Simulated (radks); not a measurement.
Spherical quantum dot in the effective-mass picture: electrons in a hard-walled sphere of radius 2.2, with a point charge +2 (a donor) at the centre, all in effective atomic units (hartree* = m*/eps^2 hartree, bohr* = eps/m* bohr), one dielectric constant everywhere. Method: non-relativistic Kohn-Sham, LDA (Slater exchange, Perdew-Wang correlation), spin-polarised, spherical densities; computed with a radial shooting solver with Libxc functionals. Levels are named by radial order and angular momentum (1s, 1p, 1d, 2s, ...), and open shells are averaged over m.

N = 6, configuration 1s2 1p(up 3, down 1). This is the lowest configuration that the search found. Occupied and some empty levels:

| level | occupation | eigenvalue (hartree*) | <r> (bohr*) |
|---|---|---|---|
| 1s up | 1 | 2.5143 | 0.8851 |
| 1s down | 1 | 2.6031 | 0.8734 |
| 1p up | 3 | 4.0045 | 1.302 |
| 1p down | 1 | 4.1206 | 1.302 |
| 2s up | 0 | 4.9513 | 1.117 |
| 2s down | 0 | 5.0304 | 1.125 |
| 1d up | 0 | 5.3481 | 1.436 |
| 1d down | 0 | 5.4633 | 1.438 |
| 1f up | 0 | 6.9334 | 1.520 |
| 1f down | 0 | 7.0448 | 1.522 |

Energy (hartree*): total 8.48105, kinetic 11.350, external -13.362, Hartree 13.802, exchange-correlation -3.3094.

Electron density:

| r (bohr*) | n(r) (e/bohr*^3) |
|---|---|
| 0.0495 | 2.638 |
| 0.215 | 1.437 |
| 0.380 | 0.8683 |
| 0.545 | 0.5977 |
| 0.711 | 0.4646 |
| 0.876 | 0.3901 |
| 1.04 | 0.3349 |
| 1.21 | 0.2799 |
| 1.37 | 0.2181 |
| 1.54 | 0.1523 |
| 1.70 | 0.08976 |
| 1.87 | 0.03991 |
| 2.03 | 0.009443 |
| 2.20 | 7.979e-06 |
